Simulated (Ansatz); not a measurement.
System: CH₇Si₂, charge 0, multiplicity 2. It need not be the lowest isomer of its formula. SMILES: C[SiH][SiH3]
Geometry from a B3LYP-D3(BJ)/def2-TZVP (Ansatz, a program for electronic structure) optimisation:
```xyz
10

C     -2.0517    -0.2524     0.1886
Si    -0.4879     0.7121    -0.2432
Si     1.4933    -0.4883     0.0474
H     -2.0820    -0.4757     1.2587
H     -2.9448     0.3228    -0.0606
H     -2.0900    -1.1966    -0.3563
H     -0.4643     2.0140     0.4801
H      2.6492     0.3457    -0.3618
H      1.7089    -0.9257     1.4534
H      1.4571    -1.7036    -0.8036
```
Charge 0, spin multiplicity 2.

Property: atomisation energy (electronic, to ground-state atoms); the coupled-cluster value holds the core correlation from cc-pwCVTZ, in eV. Cores are frozen in the correlated levels unless marked. Open shells are spin-unrestricted. No spin-orbit coupling. Non-relativistic. CBS(X,Y): correlation extrapolated as X^-3; Hartree-Fock from the larger set.

Level to compare with: CCSD(T)/CBS(aug-cc-pV(T+d)Z,aug-cc-pV(Q+d)Z) plus the core term (Ansatz), 32.37 eV. It is a level with limits of its own, and the differences hold the functionals' basis error too.

Rank these functionals by how close they come to CCSD(T)/CBS(aug-cc-pV(T+d)Z,aug-cc-pV(Q+d)Z), closest first: BLYP/def2-TZVPD (Ansatz); B97M-V/def2-TZVPD (Ansatz); r2SCANh/def2-TZVPD (Ansatz).

r2SCANh/def2-TZVPD (hybrid meta-GGA, 32.32 eV, difference -0.05), B97M-V/def2-TZVPD (meta-GGA with VV10, 32.49 eV, difference 0.12), BLYP/def2-TZVPD (GGA, 31.56 eV, difference -0.81)
